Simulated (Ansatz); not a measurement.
The same path of GeH₄O (6 atoms, charge 0, multiplicity 1) was run twice with different band settings. Lost on the way: Ge1–H2, Ge1–H3. Made: H2–H3.

The calculation used Ansatz, RKS PBE0/def2-SVP.

Relaxed end points:

```xyz
6
Properties=species:S:1:pos:R:3
Ge 0.263 -0.021 0.224
H 0.322 0.042 1.765
H 1.671 -0.029 -0.381
H -0.562 1.170 -0.308
O -0.457 -1.564 -0.308
H -1.353 -1.687 0.021
```

```xyz
6
Properties=species:S:1:pos:R:3
Ge -0.898 0.110 0.452
H 1.544 0.059 1.291
H 1.732 0.251 0.574
H -0.253 0.987 -0.718
O -0.934 -1.381 -0.545
H -1.307 -2.115 -0.042
```

Common settings: movable images 5; spring 5.0 eV/Å²; start path through a guess of the saddle point; force threshold 0.05 eV/Å; iteration limit 60; end points relaxed.

| run | climbing image | optimiser |
| --- | --- | --- |
| 1 | yes | quadratic models (default) |
| 2 | from the first iteration | lbfgs |

(1) What does each run give, and how far can it be trusted?

Results:

(1) Run 1: converged after 17 iterations, highest image 2.493 eV above the first end. A vibrational analysis at the climbing image gives one clearly imaginary mode, 1250i cm⁻¹: a first-order saddle point.
Run 2: converged after 38 iterations, highest image 2.493 eV above the first end. Neighbouring images differ by up to 1.2 eV, so the band resolves the path poorly. Another band between the same ends (5 images) ends at a top of the same energy, where a vibrational analysis finds 1 clearly imaginary mode.
The orbitals stay closed-shell, which can raise the energy where a bond breaks towards radicals; this wasn't checked here.
